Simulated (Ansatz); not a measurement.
Molecule: iodo(trimethyl)germane, C₃H₉GeI (charge 0, singlet). SMILES: [CH3][Ge]([CH3])([CH3])[I]
Structure (B3LYP-D3(BJ)/def2-TZVP (Ansatz, a program for electronic structure) minimum search):
```
Ge
C 1 1.9603
H 2 1.0889 1 110.13
H 2 1.0889 3 108.91 1 -120.87
H 2 1.0917 3 109.05 4 -118.90
C 1 1.9603 2 112.10 3 56.38
H 6 1.0889 1 110.13 2 -176.52
H 6 1.0889 7 108.91 1 -120.87
H 6 1.0917 7 109.05 8 -118.90
C 1 1.9603 2 112.10 3 -176.52
H 10 1.0889 1 110.13 2 176.52
H 10 1.0889 11 108.91 1 120.87
H 10 1.0917 11 109.05 12 118.90
I 1 2.5704 2 106.69 3 -60.07
```
Charge 0, spin multiplicity 1.

Parts of the frozen-core correlation energy in def2-QZVPPD (Ansatz, hartree). Frozen orbitals: 26; correlated occupied orbitals by spin: 16 and 16; virtual: 630 and 630. No spin-orbit coupling. Past Kr the def2 sets carry scalar-relativistic core potentials.

```csv
term,value
reference (HF),-2491.04139
MP2 opposite-spin,-0.67330
MP2 same-spin,-0.18175
CCSD correlation,-0.90772
(T),-0.03883
T1 diagnostic,0.009
largest doubles amplitude,0.023
```
